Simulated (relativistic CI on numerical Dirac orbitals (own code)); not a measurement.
Judd-Ofelt analysis for Pm³⁺

These numbers are calculated, not measured: Dirac-Coulomb-Breit CI, separate exchange-only KLI orbitals for each configuration, model QED, valence Slater integrals scaled by 0.75 (own radial code, finite nucleus).

Configuration 4f⁴ alone, in intermediate coupling. Take Ω₂ = 3.62, Ω₄ = 3.22, Ω₆ = 2.14 (10⁻²⁰ cm²) and refractive index n = 2.07 as given. A_ED = 64π⁴e²ν³ n(n² + 2)²/[27h(2J + 1)] Σ Ω_λ |U^λ|², in Gaussian units with ν in cm⁻¹, and A_MD is n³ times the free-ion magnetic-dipole rate; a dash marks a rate that is forbidden or under 2 % of the level's free-ion decay.

Emitting level ⁵I8 at 6396 cm⁻¹ (radiative decay alone: multiphonon quenching in a host is left out, and the level can lie too high or too low):

```
 To  ν (cm⁻¹)  U² squared  U⁴ squared  U⁶ squared  Free-ion A(M1) (s⁻¹)
⁵I4      6396      0.0000      0.0000      0.0109                     -
⁵I5      4919      0.0000      0.0019      0.1271                     -
⁵I6      3329      0.0015      0.0245      0.6170                     -
⁵I7      1678      0.0268      0.1331      1.5222                 0.186
```

**Question.** Give the rates, branching ratios and the radiative lifetime.

**Answer.** The rates are:

```json
{"To": "⁵I4", "λ (nm)": "1563", "A_ED (s⁻¹)": "2.36", "A_MD (s⁻¹)": "0", "β (%)": "5.4"}
{"To": "⁵I5", "λ (nm)": "2033", "A_ED (s⁻¹)": "12.8", "A_MD (s⁻¹)": "0", "β (%)": "29.3"}
{"To": "⁵I6", "λ (nm)": "3004", "A_ED (s⁻¹)": "20", "A_MD (s⁻¹)": "0", "β (%)": "45.8"}
{"To": "⁵I7", "λ (nm)": "5959", "A_ED (s⁻¹)": "6.91", "A_MD (s⁻¹)": "1.65", "β (%)": "19.6"}
```

τ_rad = 2.28e-02 s. Computed level positions enter as ν³, so measured ones would change the rates. For the strongest line (3004 nm) and an assumed effective width Δλ = 270 nm (300 cm⁻¹), the Füchtbauer-Ladenburg formula σ = λ⁴A/(8πcn²Δλ) gives a peak emission cross-section of 0.19 × 10⁻²⁰ cm².
